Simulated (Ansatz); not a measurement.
CH$_{4}$ClF$_{2}$NTi (`C[NH][Ti]([F])([F])[Cl]`). The species carries charge 0 and has multiplicity 1. Correlated methods include outer-core shells of Ti, which these sets cover unevenly. Scalar relativity is left out up to krypton.

```xyz
10

C    -1.187   -0.164   -0.853
N     0.236   -0.056   -0.615
Ti    1.072    0.044    1.019
F     2.772   -0.268    0.732
F     0.262   -1.095    2.082
Cl    0.773    2.085    1.816
H    -1.714   -0.307    0.093
H    -1.418   -1.020   -1.494
H    -1.582    0.743   -1.321
H     0.785    0.039   -1.461
```

Task: Give the diagnostics of a CCSD(T)/def2-TZVPP run (frozen core, Ansatz 0.2.0). (An estimate is asked.)

Result: The calculation gave: T1 = 0.0235, largest single amplitude 0.056, largest double 0.026, (T) share of the correlation energy 4.6 %, 15 CCSD cycles. The RHF solution is stable towards an unrestricted one. T1 lies over the customary mark of 0.02 for closed shells; compounds of d metals often pass it without a breakdown.
